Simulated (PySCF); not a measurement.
Shapes and spin states of ReO2

These are results of PBE0 in PySCF with Re def2-TZVP with ECP60, O def2-TZVP; scalar-relativistic core potentials, no spin–orbit coupling; density-fitted integrals, not measurements.

Relaxations began from a few typed shapes and spin states; open shells are unrestricted. The search is not exhaustive: other isomers or separated fragments can lie lower, and high-lying points may rest on an excited occupation.

(1) Order these stationary points by electronic energy, lowest first, in kJ/mol from the lowest minimum.
A. quartet C2v: O–O 1.419 Å, Re–O 1.878 Å (×2); O–O–Re 67.8° (×2), O–Re–O 44.4°
B. quartet C2v: Re–O 1.704 Å (×2); O–Re–O 132.6°
C. doublet C2v: O–O 1.391 Å, Re–O 1.856 Å (×2); O–O–Re 68.0° (×2), O–Re–O 44.0°
D. doublet (⟨S²⟩ 1.19) C2v: Re–O 1.678 Å (×2); O–Re–O 116.0°
E. broken-symmetry Ms = 1/2 (⟨S²⟩ 2.26) Cs: O–O 1.264 Å, Re–O 1.794 Å; O–O–Re 139.3°
F. broken-symmetry Ms = 1/2 (⟨S²⟩ 1.75) C2v: Re–O 1.703 Å (×2); O–Re–O 131.2°
G. broken-symmetry Ms = 1/2 (⟨S²⟩ 1.71) D∞h: Re–O 1.737 Å (×2); O–Re–O 180.0°
H. quartet D∞h: Re–O 1.740 Å (×2); O–Re–O 180.0°

(2) Which of them are minima?

Results:

(1) B (0.0), D (34.7), H (55.8), F (60.1), G (129.9), A (487.3), C (562.1), E (638.5).

(2) By energy in kJ/mol, 0.0: minimum; 34.7: minimum; 55.8: saddle point, 2 imaginary modes; 60.1: minimum; 129.9: saddle point, 2 imaginary modes; 487.3: minimum; 562.1: minimum; 638.5: minimum.

Formally Re is in oxidation state +4, d3, with 3 unpaired electrons (the high-spin count). The Mulliken spin on Re is 3.02. The polar-tensor charge on Re, 1.32, is far below the formal one.

For the lowest minimum: with open d or f shells other occupations or spin states may lie lower. Spin–orbit coupling, left out here, can matter for elements this heavy.

The electron or spin density has lower symmetry than the nuclear frame for the broken-symmetry Ms = 1/2 (⟨S²⟩ 1.71) D∞h at 129.9 kJ/mol.
